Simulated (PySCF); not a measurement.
C₂H₂BrCl, SMILES Cl/C=C\Br. Atoms are numbered in the order given.

```xyz
6

Cl     0.5566     2.1066     0.0000
C     -0.9771     1.3145     0.0000
C     -1.1640    -0.0071     0.0000
Br     0.2111    -1.2921     0.0000
H     -1.8339     1.9926     0.0000
H     -2.1717    -0.4256     0.0000
```

The structure is a stationary point at B3LYP-D3(BJ)/def2-SVP.

Computed with PBE/def2-TZVPD in PySCF.

ESP charges are fitted to the potential on shells at 1.4 to 2.0 van der Waals radii. Atomic charges (e):

```
atom   IAO  ESP fit
----  ----  -------
Cl1   0.01    -0.02
C2     [?]    -0.15
C3     [?]    -0.19
Br4   0.05    -0.01
H5    0.18     0.18
H6     [?]     0.19
```

Complete the blanks. (The exact figures need the calculation; the answer reports its results.)


- C2, IAO: -0.19
- C3, IAO: -0.25
- H6, IAO: 0.19
